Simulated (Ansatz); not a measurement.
Reactions of Ge₂H₈O₂Si, SMILES `[OH][Ge]([OH])([SiH3])[GeH3]`.

Isolated molecules relaxed with PBE0-D4/def2-TZVP in Ansatz; ΔE leaves out vibrations. CBS: MP2 limit from def2 TZ/QZ plus the TZ coupled-cluster correction, frozen cores. This one scheme is used for every species. For Ga, Ge outer-core shells are correlated without core-valence functions, which leaves a few kJ/mol of doubt a bond. Scalar relativity is left out up to krypton. One conformer a species, not always the lowest.

```csv
reaction,CCSD/CBS(def2) (kcal/mol)
`[OH][Ge]([OH])([SiH3])[GeH3]` → `[OH][GeH]([OH])[GeH3]` + `[SiH2]`,58.9
`[OH][Ge]([OH])([SiH3])[GeH3]` + `CC=N` → `C/C=N\[SiH3]` + `[OH][GeH]([OH])[GeH3]`,-3.5
`[OH][Ge]([OH])([SiH3])[GeH3]` + `C[O][Ga]([OH])[SH]` → `C[O][Ga]([SH])[O][SiH3]` + `[OH][GeH]([OH])[GeH3]`,-20.8
`[OH][Ge]([OH])([SiH3])[GeH3]` + `CC(N)N` → `CC(N)N[SiH3]` + `[OH][GeH]([OH])[GeH3]`,-7.2
`[OH][Ge]([OH])([SiH3])[GeH3]` + `S[SiH2]S` → `[SiH3]S[SiH2]S` + `[OH][GeH]([OH])[GeH3]`,-11.3
`[OH][Ge]([OH])([SiH3])[GeH3]` + HCl → `[OH][Ge]([OH])([SiH3])[Cl]` + GeH₄,-16.4
```

Give the CCSD(T)/CBS values in the same order. (Estimate.)

Ansatz gave: 60.4, -2.9, -19.7, -6.6, -11.3, -16.1 kcal/mol.

Largest T1 diagnostic: 0.014, for `[SiH2]`.
